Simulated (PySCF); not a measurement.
## Worked example: dipole moment from atomic charges

Zr(Cl)3(OH) (Cl₃HOZr), SMILES [Zr]([OH])([Cl])([Cl])[Cl], multiplicity 1. Atoms are numbered in the order given.

```xyz
6

Zr     0.0000     0.0000     0.2103
Cl    -1.9176    -1.1071    -0.5523
Cl     0.0000     2.2143    -0.5523
Cl     1.9176    -1.1071    -0.5523
O      0.0000     0.0000     2.0887
H      0.0000     0.0000     3.0471
```
Charge 0, spin multiplicity 1.

Coordinates come from a PBE0-D3(BJ)/def2-SVP optimisation. The spin state was assumed, not searched. The isomer is the one that the SMILES or the coordinates give; other isomers of the formula were not compared. The def2 effective core potentials stand for the cores of Zr; spin–orbit coupling is left out. One conformer was computed; it need not be the lowest.

Charges (e) from PySCF with HF/def2-TZVP:

```tsv
atom	Mulliken	ESP fit
Zr1	1.903	0.978
Cl2	-0.474	-0.258
Cl3	-0.474	-0.257
Cl4	-0.474	-0.258
O5	-0.858	-0.642
H6	0.377	0.438
```

The dipole moment of the full density is 3.02 D.

**Question.** What dipole moment does each set of point charges give, and which comes closer to that of the density?

**Answer.** 
μ = Σ q r, and 1 e Å = 4.8032 D.
Mulliken: Σ q r = (0.000, 0.000, 0.542) e Å, |μ| = 2.60 D.
ESP fit: Σ q r = (0.000, 0.002, 0.626) e Å, |μ| = 3.01 D.
ESP fit comes closer in size. Point charges leave out the atoms' own dipoles (lone pairs, polarised bonds); fits to the potential absorb them, partitions of the density don't.
